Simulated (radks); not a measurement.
Q: These are the eigenvalues of the occupied orbitals of an atom or ion with whole-number occupations (hartree). Calculated with a radial shooting solver on a logarithmic mesh with Libxc functionals: scalar-relativistic Kohn-Sham, LDA (Slater exchange, VWN5 correlation), spin-polarised, spherical densities, finite nucleus; Fermi nuclear charge, rms radius of each element as measured or else 0.836 A^(1/3) + 0.57 fm.

1s down: -2901.157
1s up: -2901.156
2s up: -528.1043
2s down: -528.0968
2p up: -461.0035
2p down: -460.9977
3s up: -140.9579
3s down: -140.8222
3p up: -121.3983
3p down: -121.2614
3d up: -100.1277
3d down: -100.0206
4s up: -46.76549
4s down: -46.55237
4p up: -40.19243
4p down: -39.98807
4d up: -32.23566
4d down: -32.03611
4f up: -23.41397
4f down: -23.20236

Which element is it, and in what charge state? The configuration may be excited. Open shells, if any, are filled with parallel spins first.

A: Z = 78, platinum, charge +22: Pt22+ in [Kr] 4d10 4f10. The list shows which subshells hold electrons but not how many an open one holds; the 1s level, -2901.2 hartree, gives Z - s = 76.2 by -(Z - s)^2/2, which with screening and relativity narrows Z to a few neighbours, and the depths of the outer levels then fix element, charge and occupations together.
